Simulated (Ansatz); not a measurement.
KHCl (charge +1), closed shell: a trajectory.

Input (in.yaml):

```yaml
crystal:
  periodic: [false, false, false]
  atoms:
    - {symbol: K, position_ang: [0.035511, -0.066333, -2.334182]}
    - {symbol: Cl, position_ang: [0.243161, -0.454134, 0.839987]}
    - {symbol: H, position_ang: [-0.278673, 0.520367, 1.494195]}
basis:
  gaussian: {orbitals: cc-pVDZ}
total_charge: 1
hamiltonian: {xc: {name: CAM-B3LYP}, dispersion: d4}
md: {n_steps: 80, timestep: 0.5, temperature: 1000, ensemble: nve, seed: 161, initial_velocities: maxwell_boltzmann}
```

Run by:

```bash
ansatz run in.yaml --threads 2 --pin off --events-out ev --progress --plain --max-ram 5222MiB
```

The run's output (Ansatz 0.2.0):

```
Functional definition: CAM-B3LYP
  name "CAM-B3LYP"
  cite "Yanai, Tew & Handy, Chem. Phys. Lett. 393, 51 (2004) doi:10.1016/j.cplett.2004.06.011"
  cite "Iikura, Tsuneda, Yanai & Hirao, J. Chem. Phys. 115, 3540 (2001) doi:10.1063/1.1383587"
  cite "Becke, Phys. Rev. A 38, 3098 (1988) doi:10.1103/PhysRevA.38.3098"
  cite "Lee, Yang & Parr, Phys. Rev. B 37, 785 (1988) doi:10.1103/PhysRevB.37.785"
  cite "Vosko, Wilk & Nusair, Can. J. Phys. 58, 1200 (1980) doi:10.1139/p80-159"
  parameter alpha = 0.19
  parameter beta = 0.46
  parameter omega = 0.33/bohr
  parameter ac = 0.81
  # Exact exchange under (alpha + beta erf(omega r))/r, Becke's under what is left of 1/r.
  exchange = (1 - alpha - beta)*b88_x + beta*b88_x_sr(omega) + alpha*exact_x + beta*exact_x_lr(omega)
  correlation = (1 - ac)*vwn5_c + ac*lyp_c
Error: . the basis set cc-pVDZ has no functions for K
```

The run took about 0.1 s on 2 CPU threads of an Arm Neoverse V1 (shared host).


The program refused the input.